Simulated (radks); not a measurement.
All-electron atom: neutral mercury in [Hg].

All-electron calculation, Dirac Kohn-Sham, LDA (Slater exchange, Perdew-Wang correlation), spin-unpolarised, spherical densities, finite nucleus; Fermi nuclear charge, rms radius 5.4648 fm. Program: a radial shooting solver on a logarithmic mesh with Libxc functionals.

Energy parts (Ry):
total: -39293.1715
kinetic: 45284.7376
electron-nucleus: -99119.6761
Hartree: 15267.3225
exchange-correlation: -725.5555

Orbitals (lengths in bohr, moments of r in powers of bohr; r(max) is where P^2 peaks):
orbital  occ.  eigenvalue (Ry)       <r^4>   r(max)
1s1/2       2        -6095.253   4.007e-07  0.01023
2s1/2       2        -1079.592  0.00005803  0.05941
2p1/2       2        -1036.499  0.00003434  0.04362
2p3/2       4        -893.5078  0.00005389  0.05112
3s1/2       2        -256.1416    0.002107   0.1672
3p1/2       2        -236.5974    0.001830   0.1558
3p3/2       4        -204.9327    0.002551   0.1711
3d3/2       4        -172.3114    0.001684   0.1330
3d5/2       6        -165.5201    0.001861   0.1371
4s1/2       2        -56.25973     0.04701   0.3764
4p1/2       2        -47.86659     0.04991   0.3742
4p3/2       4        -40.20207     0.06894   0.4055
4d3/2       4        -26.41943     0.08144   0.3976
4d5/2       6        -24.99016     0.08977   0.4072
4f5/2       6         -7.23193      0.1553   0.3637
4f7/2       8         -6.92345      0.1646   0.3683
5s1/2       2         -8.68527       1.209   0.8278
5p1/2       2         -5.90089       1.707   0.8717
5p3/2       4         -4.54266       2.546   0.9515
5d3/2       4         -0.82467       12.59    1.143
5d5/2       6         -0.68870       15.87    1.181
6s1/2       2         -0.52425       113.3    2.203

The highest occupied level is 6s1/2 at -7.133 eV. For comparison, the ionisation energy in NIST's Atomic Spectra Database is 10.438 eV (measured). In exact Kohn-Sham theory the highest level is minus the ionisation energy, but local and semilocal functionals leave it too shallow, through self-interaction and a potential that decays too fast; potentials with the right tail come closer. The density falls to 0.001 e/bohr^3 at r = 4.30 bohr. Summed over all electrons, <r^2> = 61.24 bohr^2, which gives a Langevin (diamagnetic) susceptibility term of -48.5 x 10^-6 cm^3/mol.
